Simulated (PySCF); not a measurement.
Cd(Br)(SiH3) (BrCdH3Si), SMILES [SiH3][Cd][Br].

The structure is a stationary point at PBE0-D3(BJ)/def2-SVP. The structure was generated by enumeration; whether it is a known compound was not checked. The def2 effective core potentials stand for the cores of Cd; spin–orbit coupling is left out.

Computed with PySCF with PBE/def2-TZVPD.

The molecule is in vacuum.

```yaml
total_energy: -3032.74494 hartree
point_group: C3v
highest_occupied_level: -6.76 eV
lowest_empty_level: -2.02 eV
orbital_gap: 4.74 eV
dipole_moment: 2.65 D
quadrupole, principal values (traceless, Buckingham form, about the centre of nuclear charge): -6.62, 3.31, 3.31 D·Å
mean_static_polarisability: 95.7 bohr³ (14.19 Å³)
polarisability_principal_values: 71.5, 71.5, 144.2 bohr³
```
